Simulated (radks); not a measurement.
Problem. In3+, configuration [Kr] 4d10 (the NIST ground configuration). Calculated with a radial shooting solver on a logarithmic mesh with Libxc functionals: scalar-relativistic Kohn-Sham, LDA (Slater exchange, VWN5 correlation), spin-unpolarised, spherical densities, finite nucleus; Fermi nuclear charge, rms radius 4.6156 fm. Some entries of the table are withheld. Estimate them.

orbital,occ.,eigenvalue (eV),r(max) (bohr)
1s,2,-27749.67,0.01924
2s,2,-4181.184,0.1087
2p,6,-3758.422,0.08693
3s,2,-817.0531,(1)
3p,6,(2),0.3091
3d,10,-462.8162,(3)
4s,2,-149.2595,0.7690
4p,6,-107.8344,(4)
4d,10,-48.1395,0.9290
5s,0,-33.3887,1.971
5p,0,-24.7866,2.286
5d,0,-14.0181,3.255
4f,0,-9.1389,3.739

Solution. 
(1) 3s r(max) (bohr): 0.3159
(2) 3p eigenvalue (eV): -678.5651
(3) 3d r(max) (bohr): 0.2579
(4) 4p r(max) (bohr): 0.8151
